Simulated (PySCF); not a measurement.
## Ionisation energy along the 6-electron series

Calculated with PySCF 2.14 and a two-component X2C-1e Hamiltonian (Gaussian nucleus, no Breit or QED terms), each ion in its own even-tempered basis scaled to its charge; GMP2 freezes nothing and drops the highest virtual spinors. Values in eV. NIST values: (m) measured, (s) semi-empirical, (t) theoretical.

| ion | configuration | GHF (spin-free) | GMP2 (spin-free) | GHF (screened spin-orbit) | GMP2 (screened spin-orbit) | NIST |
| --- | --- | --- | --- | --- | --- | --- |
| Hf⁶⁶⁺ | [He] 2s2 2p2 | 16438.8 | 16438.9 | 17308.3 | 17310.5 | 17280 ± 40 (t) |
| W⁶⁸⁺ | [He] 2s2 2p2 | 17454.9 | 17455.1 | 18447.4 | 18449.6 | 18476 ± 4 (s) |

(1) Fill in the row of Ta⁶⁷⁺.

Results:

(1) configuration: [He] 2s2 2p2; GHF (spin-free): 16942.6; GMP2 (spin-free): 16942.8; GHF (screened spin-orbit): 17871.9; GMP2 (screened spin-orbit): 17874.1; NIST: 17840 ± 40 (t).
